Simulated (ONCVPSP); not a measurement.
# Transferability test, ONCV potential for gadolinium (Gd)

gadolinium, optimised norm-conserving Vanderbilt (ONCV), made with ONCVPSP 4.0.1 (PBEsol, scalar-relativistic). Core [Kr] 4d10, reference 4f7 5s2 5p6 5d1 6s1 (charge +1). Waves: 5s+6s: rc 1.80 bohr, ncon 4, nbas 7, qcut 6.4 1/bohr, 2 projectors; 5p: rc 2.30 bohr, ncon 4, nbas 7, qcut 6.2 1/bohr, 2 projectors, debl 3.4 Ha; 5d: rc 3.65 bohr, ncon 4, nbas 9, qcut 3.9 1/bohr, 2 projectors, debl 3.4 Ha; 4f: rc 1.00 bohr, ncon 5, nbas 10, qcut 19.7 1/bohr, 2 projectors, debl 2.6 Ha. Local part: polynomial inside 0.85 bohr (lpopt 5, dvloc0 0 Ha). Core correction: Teter function, fcfact 2.5, rcfact 1.15.

Energies are relative to the spin-unpolarised reference configuration 4f7 5s2 5p6 5d1 6s1; without spin polarisation the order of configurations can differ from experiment.

| valence configuration | charge | ΔE all-electron (eV) | error AE − PS (meV) |
| --- | --- | --- | --- |
| 4f7 5s2 5p6 5d1 6s0 | +2 | 12.046 | -7.2 |
| 4f7 5s2 5p6 5d1 6s1.5 | +0.5 | -3.982 | +1.0 |

Question: What are ΔE and the potential's error for 4f7 5s2 5p6 5d1 6s2?

Answer: ΔE = -6.674 eV all-electron; the error (AE − PS) is +2.0 meV.

Question: What are ΔE and the potential's error for 4f7 5s2 5p6 5d0 6s0?

Answer: ΔE = 31.839 eV all-electron; the error (AE − PS) is +91 meV.

Levels in the configuration 4f7 5s2 5p6 5d1 6s0:

| level | all-electron (eV) | pseudo (eV) |
| --- | --- | --- |
| 4f | -22.495 | -22.544 |
| 5s | -63.545 | -63.581 |
| 5p | -40.998 | -41.027 |
| 5d | -15.139 | -15.142 |

Note: ghosts flagged at negative energy: s at -424.9 eV, p at -25.4 eV; GHOST(+) flagged for d at 40.0 eV. A true bound ghost makes a file unfit for plane-wave use.
